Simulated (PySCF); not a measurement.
# Structure elucidation problem

The spectra below were simulated for a compound C4H4Cl2O3.

$^{1}$H NMR (600 MHz, computed): δ 6.09 (d, 1H), 4.80 (m, 1H), 4.70 (m, 1H), 4.52 (m, 1H).

$^{13}$C{$^{1}$H} NMR (computed): δ 158.1 (C), 87.3 (CH), 79.7 (CH), 66.6 (CH2).

One computed conformer, no solvent, non-relativistic. Shieldings: GIAO PBE0/pcSseg-1; structure optimised with GFN2-xTB; PySCF 2.14.

Chemical shifts δ = σref − σ; $^{1}$H, $^{13}$C vs TMS, all at this level.

Q: Deduce the structure.

A: 
- The formula gives 2 degrees of unsaturation (1 ring in the answer).
- 4 carbon signals for 4 carbons: no two carbons are equivalent.
- Carbon types of the structure: 1 × C, 2 × CH, 1 × CH2, which accounts for all hydrogens.
- δC 158.1: carbonate carbon; lone-pair donation from the attached heteroatom keeps it upfield of a ketone carbonyl.
- δC 87.3: sp3 CH bonded to 2 Cl; 2 electronegative neighbours deshield it.
- δC 79.7: sp3 CH bonded to O; pulled downfield by the heteroatom.
- δC 66.6: sp3 CH2 bonded to O; deshielded by the electronegative neighbour.
- δH 6.09: hydrogen on an sp3 CH bonded to 2 Cl; its carbon carries Cl, an electronegative neighbour.
- δH 4.80, 4.52: hydrogen on an sp3 CH2 bonded to O; its carbon carries O, hence the downfield position.
- δH 4.70: hydrogen on an sp3 CH bonded to O; its carbon carries O, which withdraws density.

These data were computed for `O=C1OC[C@H](C(Cl)Cl)O1`.

The shifts were computed for this structure. Such data don't tell enantiomers apart.

Carbons that carry Cl, above all several Cl atoms, come out too deshielded, partly because spin–orbit coupling is missing. Shifts are as computed. Against solution values, carbons near 30 ppm lie about +3 ppm off and those near 130 ppm about +5 ppm; carbons on Cl a further +6 ppm (rms about the fit 2.1 ppm; single classes can miss by 10 ppm). Of 1328 compounds with measured shifts, 309 miss one by over three times the rms of a fit or turn the order of signals round; such compounds aren't used in these exercises. Signals without a measured value on file couldn't be tested in this way; 1H shifts scatter by 0.2 ppm about their fit, and single ones miss by 0.5 ppm. Multiplicities follow the n + 1 count of equivalent neighbours, as no J values were calculated; m marks all less simple cases, F and P coupling included.
